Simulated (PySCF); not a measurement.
All values below come from B3LYP-D3(BJ)/def2-TZVP run with PySCF. Gas-phase values, no solvent. B3LYP has the VWN-RPA correlation part, as in Gaussian. Delta-SCF ions had no search for a lower state. Excitations are Tamm–Dancoff values on a coarser integration grid. The basis has no diffuse functions, so Rydberg states are missing or too high.

Reference species (SMILES): `[SiH3][Al]([SiH3])[SiH3]` (neutral, multiplicity 1).

```
Item                                       Value
--------------------------------------  --------
HOMO                                    -7.11 eV
T1 excitation (TDA)                      2.86 eV
vertical ionisation energy (Delta-SCF)   8.95 eV
S1–T1 gap (TDA)                          0.51 eV
```

Changed species: `[I][Al]([I])[I]` (3 of 3 SiH3 replaced by I; the reference has 0 of 3 SiH3 replaced by I).

What does the change do to the HOMO, T1 excitation (TDA), vertical ionisation energy (Delta-SCF) and S1–T1 gap (TDA)?

the HOMO falls by 0.36 eV, to -7.47 eV; the T1 excitation (TDA) rises by 1.25 eV, to 4.11 eV; the vertical ionisation energy (Delta-SCF) rises by 0.33 eV, to 9.28 eV; the S1–T1 gap (TDA) decreases by 0.24 eV, to 0.27 eV.
